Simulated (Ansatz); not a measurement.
# Worked example: MgHF + C2HF4O → MgH + C2HF5O

Species: MgHF `[F][MgH]`, singlet; C2HF4O `F[C](F)OC(F)F`, doublet; MgH, doublet; C2HF5O ((difluoromethoxy)(trifluoro)methane) `FC(F)OC(F)(F)F`, singlet. A radical takes F: the energy is the difference in strength between the Mg–F bond broken and the C–F bond made.

Shapes, held fixed at every level: PBE0-D4/def2-TZVP. Flexible molecules stand in one conformer, not always the lowest. Programs: Ansatz 0.2.0. Electronic energies: no zero-point or thermal term.

At CCSD(T)/def2-TZVPP; 1 Eh = 2625.50 kJ/mol:

```
species  energy (Eh)
   MgHF  -300.204814
 C2HF4O  -550.697025
    MgH  -200.357447
 C2HF5O  -650.526221
```

Task: Work out ΔE of the reaction at this level.

Result: 
1. Products less reactants: (-200.357447) + (-650.526221) − [(-300.204814) + (-550.697025)] = 0.018171 Eh = +47.7 kJ/mol.

Other levels give +44.0 (PBE0-D4/def2-TZVPP) to +65.3 kJ/mol (B2PLYP/def2-TZVPP). No measured value is set beside it here. Open shells run unrestricted. Outer-core shells of Mg are correlated in most correlated rows, in sets that cover them unevenly.
